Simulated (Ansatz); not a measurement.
# Which is lower?

The two ends of one reaction step of GeH₂F₄, singlet (PBE0-D4/def2-TZVP).

A:

Ge1  (-0.458, 0.357, -0.582)
F2  (1.526, -1.316, 1.036)
F3  (-1.901, 1.113, -1.091)
F4  (-0.644, 0.187, 1.127)
F5  (0.781, 1.507, -0.787)
H6  (0.908, -0.887, 1.579)
H7  (-0.213, -0.961, -1.282)
(Å)

B:

| atom | x (Å) | y (Å) | z (Å) |
| --- | --- | --- | --- |
| Ge1 | -0.1586 | 1.0250 | 0.3347 |
| F2 | 0.9067 | -0.0800 | 1.0459 |
| F3 | -0.9298 | 0.3092 | -0.9897 |
| F4 | -1.3187 | 1.4971 | 1.4717 |
| F5 | 0.7064 | 2.3822 | -0.1861 |
| H6 | 0.6439 | -2.6135 | -0.5623 |
| H7 | 0.1502 | -2.5201 | -1.1142 |

Ansatz 0.2.0; basis: def2-TZVPP; cores frozen in the correlated methods. Filled d shells of the heavier atoms are correlated. The def2 sets are not built for correlating such inner shells, so the correlated values are less sure here. B3LYP uses VWN-RPA correlation.

Task: Which structure is lower at CCSD(T), and by how much? (Judge from chemistry; the value comes from the calculation.)

Result: By the calculation: B, by 0.105 eV (electronic energy, against the other). By their contacts, A is a complex of GeHF₃ ([F][GeH]([F])[F]) + HF and B is a complex of GeF₄ ([F][Ge]([F])([F])[F]) + H₂.

Task: Do the other methods give the same order? (A judgement: the text doesn't fix the answer.)

Result: By the calculation: Not all: SPW92, PBE0-D4 give the other order.

```csv
method,E(B) − E(A) (eV)
SPW92,0.175
PBE-D4,-0.004
BLYP-D4,-0.056
r2SCAN-D4,-0.111
B97M-V,-0.101
PBE0-D4,0.004
B3LYP-D4,-0.033
r2SCAN0-D4,-0.069
BHLYP-D4,-0.035
CAM-B3LYP-D4,-0.017
wB97X-V,-0.077
wB97M-V,-0.041
B2PLYP,-0.087
PBE-QIDH,-0.062
RPA on PBE,-0.128
HF,-0.165
MP2,-0.133
CCSD,-0.092
CCSD(T),-0.105
```

The T1 diagnostic stays at or below 0.013.

Labels in which every atom is bracketed show which atoms are joined, not bond orders.

For scale, one of the runs: CCSD(T)/def2-TZVPP, 200 basis functions, launched by `ansatz run in.yaml --threads 4 --pin off --events-out ev --progress --plain --max-ram 9574MiB`. Hardware: 4 CPU threads of an Intel Xeon, shared host. Wall time 2.7 min; peak host memory 2.9 GiB.
